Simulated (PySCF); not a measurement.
C3H6OSi, SMILES [C@H]1(C=CO1)[SiH3]. The structure is a stationary point at B3LYP-D3(BJ)/def2-SVP. The structure was generated by enumeration; whether it is a known compound was not checked.

Computed equilibrium geometry at B3LYP-D3(BJ)/def2-SVP (PySCF confirms it by a frequency run) as Cartesian coordinates in Å:
```xyz
11

Si     1.6121     0.2326    -0.1109
C     -0.2151     0.0868    -0.6187
C     -1.2258     0.8662     0.1934
C     -1.6289    -0.3185     0.6891
O     -0.7769    -1.1447    -0.0137
H      2.1366     1.5562    -0.5603
H      1.6993     0.1279     1.3703
H      2.4105    -0.8482    -0.7565
H     -0.3688     0.0698    -1.7111
H     -1.4749     1.9151     0.3245
H     -2.3382    -0.7268     1.4120
```
Charge 0, spin multiplicity 1.
